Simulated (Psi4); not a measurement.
C4H9NaO (SMILES CC(C)(C)[O][Na]), singlet, at a GFN2-xTB geometry (such geometries of metal compounds can be far from the true shape). Base run: CAM-B3LYP/6-31G** (Psi4).

Psi4 was given this input:
```
memory 2 GB

molecule {
0 1
Na    1.41416953    1.64452484    0.99121953
O     0.00638526    0.48438095    0.82645381
C    -0.34210795   -0.36358128   -0.18034111
C     0.75261015   -1.42345878   -0.42643827
C    -1.65128625   -1.09921080    0.19043998
C    -0.57667651    0.39883633   -1.50187583
H     0.46412264   -2.11615523   -1.21272031
H     0.92429880   -1.97817725    0.49249473
H     1.68367264   -0.92366625   -0.71262686
H    -1.49879107   -1.65142879    1.11299942
H    -1.95379042   -1.78388005   -0.59743711
H    -2.43541732   -0.36628070    0.35593475
H     0.34667865    0.90926824   -1.79481754
H    -1.35327420    1.14432514   -1.35006294
H    -0.87968312   -0.27433875   -2.29951818
}

set {
  basis 6-31g**
}

energy('cam-b3lyp')
print_variables()
```

Each row names what was changed in the base input (with any setting that the change needs).

| change | ΔE vs base (µEh) | SCF cycles | grid points | basis functions | outcome |
|---|---|---|---|---|---|
| base | 0.0 | 10 | 317347 | 139 | converged |
| dft_radial_scheme = mura | -0.4 | 10 | 321357 | 139 | converged |
| dft_radial_scheme = multiexp | 9.8 | 10 | 335141 | 139 | converged |
| scf_type = out_of_core | 78.5 | 10 | 317347 | 139 | converged |
| dft_radial_points = 50 | 65.0 | 10 | 214517 | 139 | converged |
| soscf = true | 0.0 | 8 | 317347 | 139 | converged |
| dft_nuclear_scheme = becke | 94.0 | 10 | 314421 | 139 | converged |
| damping_percentage = 50 | - | - | - | 139 | stopped with an error |
| damping_percentage = 20 | 4.7 | 16 | 317347 | 139 | converged |
| scf_initial_accelerator = ediis | 0.0 | 10 | 317347 | 139 | converged |
| d_convergence = 1e-10 | 0.0 | 17 | 317347 | 139 | converged |
| guess = modhuckel | 0.0 | 9 | 317347 | 139 | converged |
| dft_basis_tolerance = 1e-8 | 0.0 | 10 | 316746 | 139 | converged |

- damping_percentage = 50: ended with `Exception: ADIIS minimization failed. File a bug, and include your entire input and output files.`
